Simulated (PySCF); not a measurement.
**Two-dimensional NMR puzzle**

Compound of formula C6H13FSi. Correlations simulated from computed shifts and the bond graph:

HSQC (one-bond C–H):
```csv
δH,δC
5.13,119.1
5.08,87.7
1.95,31.4
1.88,27.2
1.59,21.6
```

COSY cross peaks (H two or three bonds apart, from the bond graph; peaks can be absent where the dihedral angle is near 90°):
```csv
δH,δH
5.13,4.62
5.13,4.34
5.08,4.62
5.08,4.34
5.08,1.59
4.62,4.34
```

HMBC (two and three bonds, from the bond graph):
```csv
δH,δC
5.13,"166.9, 87.7, 31.4, 27.2"
5.08,"119.1, 21.6"
4.62,"166.9, 119.1, 87.7, 21.6"
4.34,"166.9, 119.1, 87.7, 21.6"
1.95,"166.9, 119.1, 27.2"
1.88,"166.9, 119.1, 31.4"
1.59,87.7
```

Carbons without hydrogens: δ 166.9.

PySCF 2.14.0 with density-fitted response routines calculation with geometry: GFN2-xTB and σ from GIAO-PBE0/pcSseg-1; isolated molecule, single conformer, non-relativistic Hamiltonian, averaged over atoms made equivalent by symmetry, fast rotation or ring inversion.

δ = σ(ref) − σ, references computed at the same level: ¹H and ¹³C vs TMS.

Exchangeable hydrogens are left out of these lists.

Question: Work out the connectivity.

Answer: `CC(C)=C[SiH2][C@@H](C)F`.

Atoms are numbered as in `[CH3:1][C:2]([CH3:3])=[CH:4][SiH2:5][C@@H:6]([CH3:7])[F:8]`. Each H is labelled by its parent atom. Ha(Si5) is pro-R; Hb(Si5) is pro-S.

δC 166.9 is C2, a fully substituted alkene carbon. δC 119.1 is C4, an alkene CH (δH 5.13). δC 87.7 is C6, an sp3 CH bonded to F and Si (δH 5.08). δC 31.4 is C1, an allylic methyl carbon (δH 1.95). δC 27.2 is C3, an allylic methyl carbon (δH 1.88). δC 21.6 is C7, a methyl carbon (δH 1.59). HMBC from δH 5.13 reaches the proton-free carbon C2. HMBC from δH 4.62 reaches the proton-free carbon C2. HMBC from δH 4.34 reaches the proton-free carbon C2. HMBC from δH 1.95 reaches the proton-free carbon C2. COSY links 5.13–4.62, 5.13–4.34, 5.08–4.62, 5.08–4.34, 5.08–1.59, 4.62–4.34.

The shifts were computed for this structure.

Shifts are as computed. Against solution values, carbons near 30 ppm lie about +3 ppm off and those near 130 ppm about +5 ppm. Of 1211 compounds with measured shifts, 218 miss one by over three times the rms of a fit or turn the order of signals round; such compounds aren't used in these exercises.
